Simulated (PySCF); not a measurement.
Compound: Ta(NEt)Br3, C₂H₅Br₃NTa (singlet state).
SMILES: `CC[N]=[Ta]([Br])([Br])[Br]`

Method: PySCF 2.14.0, density-fitted response routines, TDDFT PBE0/def2-SVPD, vertical, gas phase, core orbitals frozen in the response, def2 core potentials past Kr. Geometry: PBE0-D3(BJ)/def2-SVP; no solvent, vibrations or thermal averaging. Spin–orbit coupling is left out. Note that the optimisation stopped short of convergence; the values belong to its last geometry.

Each state is given a Gaussian of 0.5 eV full width at half maximum, with ε(max) = 2.175×10⁸ f / Δν̃ (Δν̃ the width in cm⁻¹). The cross-section is σ = 3.8235×10⁻²¹ ε cm², given in Mb (10⁻¹⁸ cm²). The width is an assumption, not a result. The curve ends short of the highest state used, and states not computed would add to its high-energy end.

```csv
E (eV),σ (Mb)
3.16,0.00
3.20,0.00
3.25,0.00
3.30,0.01
3.34,0.01
3.39,0.02
3.44,0.05
3.48,0.08
3.53,0.15
3.58,0.26
3.63,0.43
3.67,0.61
3.72,0.92
3.77,1.30
3.81,1.65
3.86,2.13
3.91,2.59
3.96,2.99
4.00,3.23
4.05,3.38
4.10,3.35
4.14,3.19
4.19,2.87
4.24,2.44
4.28,2.06
4.33,1.60
4.38,1.19
4.43,0.88
4.47,0.72
4.52,0.64
4.57,0.74
4.61,0.95
4.66,1.42
4.71,2.15
4.76,3.14
4.80,4.12
```

Question: Where are the band maxima, and which computed states make them?

Answer: 305 nm (4.07 eV), ε about 890, made up of S2 (28%), S3 (29%) and S4 (40%) (ε in L mol⁻¹ cm⁻¹; maxima over ε = 5, shares over 10%). At its high-energy end, 4.80 eV, the curve is still rising (ε about 1100, from S5 and S6). The states used: S1 3.91 eV (f 0.0004); S2 4.06 eV (f 0.0047); S3 4.07 eV (f 0.0048); S4 4.08 eV (f 0.0066); S5 5.07 eV (f 0.026); S6 5.12 eV (f 0.026); S7 5.34 eV (f 0.0005); S8 5.35 eV (f 0.0000); S9 5.38 eV (f 0.0001); S10 5.40 eV (f 0.0017).

Question: What would ε be at 4.07 eV, the highest of these maxima, with half the width (0.25 eV)?

Answer: About 1750 L mol⁻¹ cm⁻¹ against 886, a factor of about 1.97; a lone state at its own centre would give exactly 2.

Question: On this curve, what absorbance would a 10⁻⁵ mol/L sample give at 266 nm over a 1 cm path?

Answer: 266 nm is 4.661 eV, where ε is about 370 L mol⁻¹ cm⁻¹, so A = ε c l ≈ 0.0037 (Beer–Lambert, with the gas-phase spectrum and the assumed width).

Question: Coming from long wavelengths, where does ε first pass 100 L mol⁻¹ cm⁻¹?

Answer: At about 343 nm (3.62 eV), 0.29 eV below S1.

All these states lie below the vertical ionisation energy of 9.41 eV (ΔSCF).
